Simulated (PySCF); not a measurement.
Precursor series Ta Cl-NH2. Gas-phase values, no solvent. One relaxed conformer stands for each flexible species; it need not be the lowest.

Computed with B3LYP-D3(BJ)/def2-TZVP // r2SCAN-D4/def2-SVP run with PySCF 2.14.0. B3LYP has the VWN-RPA correlation part, as in Gaussian. 

```tsv
species	HOMO (eV)	LUMO (eV)	coordination number
0 of 5 Cl replaced by NH2 ([Ta(Cl)5])	-8.92	-3.98	[?]
2 of 5 Cl replaced by NH2 ([Ta(Cl)3(NH2)2])	-8.04	-3.04	5
3 of 5 Cl replaced by NH2	-7.30	-2.58	5
4 of 5 Cl replaced by NH2 ([Ta(Cl)(NH2)4])	-6.93	-1.37	5
5 of 5 Cl replaced by NH2 ([Ta(NH2)5])	-6.15	[?]	[?]
```

**Question.** What belongs in the gaps?

**Answer.** 
- 0 of 5 Cl replaced by NH2 ([Ta(Cl)5]), coordination number: 5
- 5 of 5 Cl replaced by NH2 ([Ta(NH2)5]), LUMO (eV): -0.59
- 5 of 5 Cl replaced by NH2 ([Ta(NH2)5]), coordination number: 5
